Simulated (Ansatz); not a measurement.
Job for Ansatz (a first-principles code): R-r2SCAN/def2-TZVPP on CH4STe (SMILES CS[TeH]), a point of a torsion scan. Elements past Kr take the def2 small-core potentials; no spin–orbit coupling.

Ansatz 0.2 input:
```yaml
crystal:
  periodic: [false, false, false]
  atoms:
    - {symbol: C, position_ang: [-1.08700000, -0.11923976, 0.07035697]}
    - {symbol: S, position_ang: [0.12642855, 0.59553970, -1.08509579]}
    - {symbol: Te, position_ang: [-1.00104508, 2.50051613, -1.96799856]}
    - {symbol: H, position_ang: [-1.82008986, -0.69767349, -0.48291654]}
    - {symbol: H, position_ang: [-1.56384154, 0.66536593, 0.64722375]}
    - {symbol: H, position_ang: [-0.52653900, -0.77453006, 0.72960281]}
    - {symbol: H, position_ang: [-1.75269763, 1.64933571, -3.16829018]}
basis:
  gaussian:
    orbitals: def2-TZVPP
hamiltonian:
  xc: {name: r2SCAN}
scf: {lower_state_search: off}
```

**Question.** Predict the final total energy.

**Answer.** -706.8151 hartree.

**Question.** How many basis functions does it have, and what does it roughly cost on one machine?

**Answer.** 179 functions; roughly 6 core-seconds.
